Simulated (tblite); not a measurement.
Isomers of C4H14N2SSi2. Level: GFN2-xTB in tblite, geometry and Hessian alike; calculated harmonic values, unscaled, isolated species. This tight-binding method is rough: wavenumbers can miss measured ones by several per cent, in bad cases by 10 to 20. Modes of hydrogen on silicon can be 10 to 20 % off. One conformer each.

Electronic energies: GFN2-xTB at the same geometries; isomer energies are rough at this level and their order can be wrong.

```json
{"SMILES": "CN[Si@@H]1CCN[Si@H]1SC", "electronic energy, lowest = 0 (kJ/mol)": "0.0"}
{"SMILES": "C=C(SC)[Si@@H](C)N[SiH2]N", "electronic energy, lowest = 0 (kJ/mol)": "72.5"}
{"SMILES": "CN1CC[Si@@]1(N)CS[SiH3]", "electronic energy, lowest = 0 (kJ/mol)": "16.3"}
```

Task: How do GFN2-xTB zero-point energies change the relative energies?

Result: 
| SMILES | ZPE (kJ/mol) | of it from modes above 1550 cm⁻¹ | electronic (kJ/mol) | with ZPE, lowest = 0 (kJ/mol) | lowest mode (cm⁻¹) | rings |
| --- | --- | --- | --- | --- | --- | --- |
| CN[Si@@H]1CCN[Si@H]1SC | 474.4 | 244.5 | 0.0 | 0.0 | 31 | 1 |
| CN1CC[Si@@]1(N)CS[SiH3] | 464.1 | 243.2 | 16.3 | 6.1 | 43 | 1 |
| C=C(SC)[Si@@H](C)N[SiH2]N | 453.9 | 258.4 | 72.5 | 52.0 | 12i | 0 |

The zero-point energies span 20.5 kJ/mol, from `C=C(SC)[Si@@H](C)N[SiH2]N` to `CN[Si@@H]1CCN[Si@H]1SC`. Slightly imaginary modes are left out of the zero-point energy: `C=C(SC)[Si@@H](C)N[SiH2]N` 11.6i cm⁻¹. The order is unchanged.
